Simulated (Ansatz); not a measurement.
Program: Ansatz. Geometries: PBE0-D4/def2-TZVP. ΔE: electronic, gas phase. CCSD(T)/CBS is the MP2 limit (def2-TZVPP, def2-QZVPP) plus CCSD(T) − MP2 in def2-TZVPP, frozen cores. This one scheme is used for every species, atoms too. DFT in def2-TZVPP. B3LYP here is the variant with VWN-RPA as its local correlation; programs differ in this. Open shells (•) are unrestricted, without spin–orbit coupling. Spin–orbit coupling would lower the free atoms: a little for B, C, S, Si. One conformer a species, not always the lowest.

`BC[SiH2]S[SiH3]` → B• + C• + 9 H• + S• + 2 Si•  (atomization)

```json
{"level": "PBE-D4", "ΔE (kJ/mol)": "4655.5", "difference from CCSD(T)/CBS": "6.9"}
{"level": "r2SCAN-D4", "ΔE (kJ/mol)": "4672.0", "difference from CCSD(T)/CBS": "23.4"}
{"level": "ωB97X-V", "ΔE (kJ/mol)": "4684.9", "difference from CCSD(T)/CBS": "36.3"}
{"level": "ωB97M-V", "ΔE (kJ/mol)": "4676.0", "difference from CCSD(T)/CBS": "27.4"}
{"level": "B2PLYP", "ΔE (kJ/mol)": "4585.2", "difference from CCSD(T)/CBS": "-63.4"}
{"level": "PBE", "ΔE (kJ/mol)": "4615.5", "difference from CCSD(T)/CBS": "-33.1"}
{"level": "r2SCAN", "ΔE (kJ/mol)": "4662.2", "difference from CCSD(T)/CBS": "13.6"}
{"level": "PBE0", "ΔE (kJ/mol)": "4606.4", "difference from CCSD(T)/CBS": "-42.2"}
{"level": "B3LYP", "ΔE (kJ/mol)": "4586.6", "difference from CCSD(T)/CBS": "-62.0"}
{"level": "SCS-MP2/def2-TZVPP", "ΔE (kJ/mol)": "4568.4", "difference from CCSD(T)/CBS": "-80.2"}
{"level": "CCSD/def2-TZVPP", "ΔE (kJ/mol)": "4483.9", "difference from CCSD(T)/CBS": "-164.7"}
{"level": "CCSD(T)/def2-TZVPP", "ΔE (kJ/mol)": "4534.9", "difference from CCSD(T)/CBS": "-113.7"}
{"level": "SCS-MP2/def2-QZVPP", "ΔE (kJ/mol)": "4643.6", "difference from CCSD(T)/CBS": "-5.0"}
{"level": "HF/CBS(def2)", "ΔE (kJ/mol)": "3577.5", "difference from CCSD(T)/CBS": "-1071.1"}
{"level": "MP2/CBS(def2)", "ΔE (kJ/mol)": "4666.4", "difference from CCSD(T)/CBS": "17.8"}
{"level": "CCSD/CBS(def2)", "ΔE (kJ/mol)": "4597.6", "difference from CCSD(T)/CBS": "-51.0"}
{"level": "CCSD(T)/CBS", "ΔE (kJ/mol)": "4648.6", "difference from CCSD(T)/CBS": "0"}
```

Largest T1 diagnostic among the species: 0.014.

In def2-TZVPP, CCSD(T) changes the Hartree–Fock value by +963.9 kJ/mol (the triples alone add +50.9 kJ/mol) and MP2 by +981.7 kJ/mol; breaking electron pairs costs correlation energy, which Hartree–Fock lacks. From PBE to PBE0 (25 % exact exchange), in def2-TZVPP and without D4, ΔE moves by −9.0 kJ/mol: exact exchange takes away binding that semilocal exchange gives to molecules. The D4 term adds +64.9 kJ/mol with B3LYP and +34.3 kJ/mol with PBE0; it sums over pairs of atoms, weighted by their polarisabilities, and B3LYP, whose exchange is more repulsive, gets the larger term.

For atomizations the MP2-based limit and the directly extrapolated one differ by several kJ/mol either way, and by 10 to 25 for some Ge, Se and Sn compounds, so smaller differences from it don't rank the levels.
